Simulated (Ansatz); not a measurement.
Al6N7H20⁺, a cluster cut from zinc blende AlN (hydrogen-capped). Total charge 1; singlet. Geometry PBE-D4/def2-SVP; atoms count from 1.

```
atom    x (Å)    y (Å)    z (Å)
  N1   2.1619   1.3966  -1.1212
  N2  -2.2293  -2.4408  -0.3645
  N3  -0.8437   1.5292  -1.0032
  N4   0.5725  -1.2330  -1.0651
  N5   2.2593  -0.3679   1.3723
  N6  -0.8256  -0.3360   1.4793
  N7   0.7611   2.2956   1.4252
 Al8  -1.0463  -2.0286  -1.8863
 Al9   0.5482   0.4880  -1.8963
Al10   2.4100   1.4857   0.8010
Al11  -2.6076  -1.0268   0.9556
Al12  -1.0132   1.4890   0.9432
Al13   0.6314  -1.3760   0.8321
 H14   2.2202   2.3467  -1.5282
 H15   2.9823   0.9341  -1.5512
 H16  -1.9340  -3.3141   0.1056
 H17  -3.1448  -2.6929  -0.7786
 H18  -0.8302   2.5064  -1.3400
 H19  -1.7427   1.1586  -1.3666
 H20   1.3481  -1.8000  -1.4505
 H21   3.0888  -0.8993   1.0545
 H22   2.3463  -0.4234   2.4022
 H23  -0.8295  -0.4027   2.5123
 H24   0.7390   3.2966   1.1621
 H25   0.7765   2.3512   2.4589
 H26  -1.6583  -0.6800  -2.5577
 H27  -0.6893  -3.3322  -2.7268
 H28   0.6965   0.6334  -3.4679
 H29   3.7383   2.2142   1.2746
 H30  -3.1107   0.2522   0.0870
 H31  -3.4035  -1.5911   2.2133
 H32  -2.0992   2.4268   1.6168
 H33   0.7274  -2.8598   1.4079
```

Single mean-field runs in def2-TZVP are fitted with def2-universal-jkfit.

(1) Estimate the Mulliken populations of the heavy atoms from the PBE0/def2-TZVP orbitals of Ansatz.

(2) And the Mayer bond orders between heavy atoms (over 0.3)?

Results:

(1) 
| atom | charge (e) |
| --- | --- |
| N1 | -0.54 |
| N2 | -0.56 |
| N3 | -0.51 |
| N4 | -0.45 |
| N5 | -0.53 |
| N6 | -0.45 |
| N7 | -0.54 |
| Al8 | 0.29 |
| Al9 | 0.28 |
| Al10 | 0.38 |
| Al11 | 0.29 |
| Al12 | 0.28 |
| Al13 | 0.27 |
Mulliken values depend strongly on the basis.

(2) N1–Al9 0.68 (2.01 Å); N1–Al10 0.78 (1.94 Å); N2–Al8 0.72 (1.97 Å); N2–Al11 0.72 (1.97 Å); N3–Al9 0.76 (1.95 Å); N3–Al12 0.76 (1.95 Å); N4–Al8 0.69 (1.98 Å); N4–Al9 0.82 (1.91 Å); N4–Al13 0.85 (1.90 Å); N5–Al10 0.76 (1.95 Å); N5–Al13 0.71 (1.99 Å); N6–Al11 0.69 (1.98 Å); N6–Al12 0.82 (1.91 Å); N6–Al13 0.85 (1.90 Å); N7–Al10 0.78 (1.94 Å); N7–Al12 0.68 (2.01 Å).
